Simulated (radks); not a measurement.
The numbers below are computed, except where a source is named.
Q: Orbital eigenvalues (eV) of the fluorine ion F2+, [He] 2s2 2p3, of relativity; Dirac values are averaged over j with weights 2j + 1. Spin-unpolarised spherical Kohn-Sham, PBE, point nucleus unless stated (finite: rms radius 2.8976 fm), a radial shooting solver on a logarithmic mesh with Libxc functionals. A level marked "c x" has the speed of light scaled by that factor and shares open shells by 2j + 1; other Dirac levels either fill j = l - 1/2 first or share by 2j + 1.

| shell | non-rel. |
|---|---|
| 1s | -709.52 |
| 2s | -67.892 |
| 2p | -49.009 |

Give the values at the level "Dirac, c x 0.85".

A: 
shell  Dirac, c x 0.85  change of magnitude (%)
1s             -710.51                    +0.14
2s             -68.028                    +0.20
2p             -48.998                    -0.02
